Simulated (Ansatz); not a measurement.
Reaction (substitution at a C–Si bond): `C[Si](O)([SiH3])Cl` + `[SH][SnH3]` → `C[S][SnH3]` + `O[SiH]([SiH3])Cl`

Isolated molecules relaxed with PBE0-D4/def2-TZVP in Ansatz; ΔE leaves out vibrations. CCSD(T)/CBS adds triple-zeta CCSD(T) − MP2 to the extrapolated MP2 energy (def2 sets, frozen cores). DFT in def2-TZVPP. B3LYP here is the variant with VWN-RPA as its local correlation; programs differ in this. Elements past krypton have def2 core potentials. For Sn outer-core shells are correlated without core-valence functions, which leaves a few kJ/mol of doubt a bond. One conformer a species, not always the lowest.

`C[Si](O)([SiH3])Cl`:

Z-matrix (Å, degrees):
```
C
Si 1 1.859
H 1 1.093 2 110.3
H 1 1.092 2 110.6 3 120.2
H 1 1.093 2 110.7 3 -120.2
O 2 1.642 1 112.3 3 59.5
Si 2 2.338 1 114.8 3 -62.1
Cl 2 2.077 1 106.4 3 178.8
H 6 0.959 2 118.4 1 62.6
H 7 1.488 2 110.5 1 62.4
H 7 1.485 2 110.2 1 -176.7
H 7 1.488 2 109.0 1 -56.8
```

`[SH][SnH3]`:

Cartesian coordinates in Å:
```
S -0.922 0.699 -1.459
Sn 0.486 -0.229 0.256
H -1.985 0.826 -0.647
H -0.208 -1.672 0.843
H 0.657 0.899 1.524
H 1.972 -0.524 -0.517
```

`C[S][SnH3]`:

Cartesian coordinates in Å:
```
C -0.454 1.566 0.082
S 0.181 0.558 -1.289
Sn 0.461 -1.530 -0.150
H -0.623 2.565 -0.320
H 0.269 1.637 0.895
H -1.401 1.179 0.460
H 1.549 -1.308 1.150
H 1.070 -2.634 -1.293
H -1.052 -2.034 0.464
```

`O[SiH]([SiH3])Cl`:

Z-matrix (Å, degrees):
```
Si
Si 1 2.335
Cl 1 2.068 2 108.6
O 1 1.639 2 107.4 3 -119.7
H 1 1.486 2 114.5 3 116.6
H 2 1.487 1 110.4 3 -179.5
H 2 1.485 1 109.5 3 59.7
H 2 1.487 1 108.6 3 -59.9
H 4 0.959 1 118.4 2 180.0
```

| level | ΔE (eV) |
| --- | --- |
| B3LYP-D4 | 0.71 |
| ωB97X-V | 0.72 |
| BHLYP | 0.71 |
| CCSD/def2-SVP | 0.73 |
| MP2/def2-TZVPP | 0.74 |
| CCSD/def2-TZVPP | 0.74 |
| CCSD(T)/def2-TZVPP | 0.74 |
| MP2/CBS(def2) | 0.72 |

Problem. What does CCSD(T)/CBS give? (An estimate is asked.)

Solution. The calculation gave: +0.71 eV. The listed levels differ from it by 0.00, 0.01, 0.00, 0.02, 0.03, 0.03, 0.03, 0.01 eV.

Problem. What do rigid-rotor, harmonic-oscillator terms from PBE0-D4/def2-TZVP frequencies (298.15 K, 1 bar) make of the CCSD(T)/CBS value? (An estimate is asked.)

Solution. The calculation gave: ΔZPE = +0.04 eV, ΔH = +0.74 eV, ΔS = 0 J/(mol·K), ΔG = +0.74 eV.

Largest T1 diagnostic among the species: 0.012.

From BLYP to BHLYP (50 % exact exchange), in def2-TZVPP and without D4, ΔE moves by +0.05 eV. In def2-TZVPP, CCSD(T) changes the Hartree–Fock value by +0.05 eV (the triples alone add −0.00 eV) and MP2 by +0.05 eV. Leaving LDA and LC-ωPBE aside and taking each functional with its dispersion term where it has one, the values, not all of them listed here, spread over 0.09 eV, from revPBE-D4 to B97M-V. LDA lies +0.06 eV from PBE without D4.
